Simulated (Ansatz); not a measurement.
Ideal-gas functions of Br₃ClSi, SMILES `Cl[Si](Br)(Br)Br` at 600 K and 1 bar, from an Ansatz frequency run at PBE0-D4/def2-TZVP.

Molar mass 303.25 g/mol, point group C3v (symmetry number 3), electronic degeneracy 1, moments of inertia 750.214, 750.217, 1026.495 u Å². Harmonic wavenumbers (cm⁻¹, unscaled): 96, 96, 153, 157, 157, 288, 503, 503, 592.

Use S(trans) = R[1.5 ln M + 2.5 ln T − 1.1517]; rotational temperatures θ = 24.2544 K / I; S(rot) = R[ln(√π/σ · √(T³/θAθBθC)) + 1.5]; for each mode x = 1.438777 ν̃/T, S = R[x/(eˣ − 1) − ln(1 − e⁻ˣ)] and H = RT x/(eˣ − 1); 1 cm⁻¹ = 0.0119627 kJ/mol; R = 8.31446 J/(mol·K).

**Question.** By hand: the entropy, in J/(mol·K).

**Answer.** Translation 194.7. Rotation: θ = 0.0323, 0.0323, 0.0236 K, giving 132.0. Vibration, mode by mode: 20.54, 20.54, 16.70, 16.49, 16.49, 11.56, 7.24, 7.24, 6.07, in all 122.9. Electronic 0.0. Sum 449.6 J/(mol·K).

**Question.** By hand: H − E and G − E in kJ/mol, counted from the electronic energy.

**Answer.** Zero-point energy ½ × 2545 × 0.0119627 = 15.2; thermal vibration 32.1; translation, rotation and pV give 4 RT = 20.0. H − E = 67.3 kJ/mol, and G − E = 67.3 − 600 × 449.6/1000 = -202.5 kJ/mol.

Vibration gives 27 % of the entropy, 41.1 J/(mol·K) of it from the modes under 150 cm⁻¹: soft modes count most, and the harmonic formula is weakest for them.
